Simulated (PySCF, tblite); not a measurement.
A database entry of computed molecular properties. Lists by class give the value and the number of equivalent atoms.

```json
{
 "formula": "C3H7O3S",
 "smiles": "CS(=O)(=O)CC[O-]",
 "inchi": "InChI=1S/C3H7O3S/c1-7(5,6)3-2-4/h2-3H2,1H3/q-1",
 "charge": -1,
 "multiplicity": 1,
 "geometry_level": "GFN2-xTB",
 "atoms_angstrom": [
  ["C", -1.62, -0.249, 0.464],
  ["S", -0.605, 1.031, -0.287],
  ["O", -1.275, 1.53, -1.485],
  ["O", -0.313, 2.058, 0.7],
  ["C", 0.923, 0.213, -0.779],
  ["C", 1.372, -0.775, 0.357],
  ["O", 0.616, -1.848, 0.477],
  ["H", -0.888, -1.099, 0.586],
  ["H", -1.991, 0.108, 1.414],
  ["H", -2.418, -0.499, -0.221],
  ["H", 1.649, 1.001, -0.963],
  ["H", 0.688, -0.328, -1.691],
  ["H", 1.411, -0.128, 1.283],
  ["H", 2.451, -1.015, 0.123]
 ],
 "electronic_structure_code": "PySCF",
 "results": {
  "GFN2-xTB geometry": {
   "point_group": "C1",
   "rotational_constants_GHz": [3.799, 1.675, 1.557]
  },
  "PBE0/pcSseg-1 ground state and GIAO shieldings, non-relativistic": {
   "homo_eV": -0.61,
   "lumo_eV": 5.38,
   "shift_vs_computed_TMS_C_by_class_ppm": [
    [73.9, 1],
    [73.3, 1],
    [51.0, 1]
   ],
   "shift_vs_computed_TMS_H_by_class_ppm": [
    [5.8, 2],
    [5.41, 3],
    [2.34, 2]
   ],
   "shielding_other_nuclei_by_class_ppm": [
    ["O", 115.3, 2],
    ["O", 254.0, 1],
    ["S", 178.1, 1]
   ],
   "charges_hirshfeld_e_by_atom": [-0.16, 0.5, -0.4, -0.38, -0.11, -0.06, -0.47, 0.02, 0.04, 0.03, 0.03, 0.03, -0.03, -0.03]
  },
  "GFN2-xTB harmonic vibrations, gas phase": {
   "strongest_ir_bands_cm-1_km_per_mol_modes": [
    [1080.9, 447.3, 1],
    [1179.5, 278.0, 1],
    [1191.6, 547.4, 1],
    [2344.1, 1199.9, 1],
    [2405.5, 263.2, 1],
    [2547.6, 219.0, 1]
   ],
   "zpe_kcal_per_mol": 62.5
  }
 }
}
```

The rotational constants make it an asymmetric top with κ = (2B − A − C)/(A − C) = -0.89, nearer the prolate limit (−1). With B = h/(8π²I), that is 505.379 GHz u Å² over I, the principal moments of inertia are 133.0, 301.8 and 324.7 u Å² (most abundant isotopes). The zero-point energy, half the sum of the 36 harmonic wavenumbers, equals 21860 cm⁻¹ or 262 kJ/mol.

 NMR classes are plain means over equivalent atoms (diastereotopic ones count apart unless rotation or inversion swaps them), as if these changed places fast; in this geometry the members of some classes differ. No diffuse functions stand in pcSseg-1, which bears on an anion's orbital energies.

Shape of the structure used: `[CH3:1][S:2](=[O:3])(=[O:4])[CH2:5][CH2:6][O-:7]`: C1–S2–C5–C6 -42°, S2–C5–C6–O7 71°.

One conformer stands for the species.
